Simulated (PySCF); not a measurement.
C3H12AlAs.
Numbering: `[CH3:1][CH2:2][Al@@H-:3]([CH3:4])[AsH3+:5]` (hydrogens: H6, H7, H8 on C1; H9, H10 on C2; H11 on Al3; H12, H13, H14 on C4; H15, H16, H17 on As5)

Cartesian coordinates in Å at the PBE0-D3(BJ)/def2-SVP level; atoms count from 1:
```
atom  x, y, z in Å
C1     2.397    0.214   -0.023
C2     1.311   -0.781    0.384
Al3   -0.395   -0.682   -0.623
C4    -2.016   -1.543    0.112
As5   -1.048    1.841   -0.053
H6     2.095    1.259    0.170
H7     2.625    0.151   -1.100
H8     3.348    0.060    0.516
H9     1.102   -0.702    1.467
H10    1.690   -1.813    0.254
H11   -0.312   -0.431   -2.212
H12   -1.930   -2.642    0.036
H13   -2.936   -1.264   -0.428
H14   -2.172   -1.319    1.182
H15   -1.211    2.280    1.386
H16   -0.195    3.004   -0.506
H17   -2.370    2.379   -0.552
```

Computed, not measured: core-valence-separated Tamm–Dancoff BHandHLYP/aug-pcX-1 (pcseg-1 on H, def2-SVPD on As, def2-SVPD on Al) in PySCF, non-relativistic, gas phase, PBE0-D3(BJ)/def2-SVP geometry.

Computed carbon K-edge spectrum, Gaussian lines of 0.3 eV full width, highest printed point 100; it ends one width below the last computed root. The energies are unshifted.

| photon energy (eV) | absorption |
| --- | --- |
| 283.8 | 0 |
| 283.9 | 0 |
| 284.0 | 1 |
| 284.1 | 2 |
| 284.2 | 5 |
| 284.3 | 10 |
| 284.4 | 12 |
| 284.5 | 10 |
| 284.6 | 10 |
| 284.7 | 18 |
| 284.8 | 32 |
| 284.9 | 51 |
| 285.0 | 74 |
| 285.1 | 89 |
| 285.2 | 94 |
| 285.3 | 100 |
| 285.4 | 100 |
| 285.5 | 80 |
| 285.6 | 64 |

Question: Where are the maxima, and which lines make them up?

Answer: 2 maxima:
- 284.4 eV: C2 (chain CH2 carbon), 284.39 eV, f = 0.006, 97 % of the height at the exact maximum
- 285.4 eV: C4 (methyl carbon), 285.38 eV, f = 0.017, 30 % of the height at the exact maximum; C4 (methyl carbon), 285.43 eV, f = 0.014, 23 % of the height at the exact maximum; C2 (chain CH2 carbon), 285.33 eV, f = 0.011, 20 % of the height at the exact maximum

Further lines of some strength in the range: C4, 284.76 eV, f = 0.006; C2, 284.86 eV, f = 0.006; C1, 284.98 eV, f = 0.008; C4, 285.04 eV, f = 0.012; C2, 285.13 eV, f = 0.012.

Roots within 0.03 eV on the same or equivalent atoms count as one line; shares under 12 % aren't listed.

Vibrational structure and lifetime widths aren't in the curve. The ionisation threshold wasn't computed; near and above it a finite basis only mimics Rydberg series and continuum. The BHandHLYP/aug-pcX-1 (pcseg-1 on H, def2-SVPD on As, def2-SVPD on Al) calculation is non-relativistic and has no spin–orbit coupling, an omission that weighs most on arsenic.

Hardware: an Arm Neoverse N1 with one thread (shared host). Cost: 36 s, 0.84 GiB resident at most.

One conformer stands for the species.
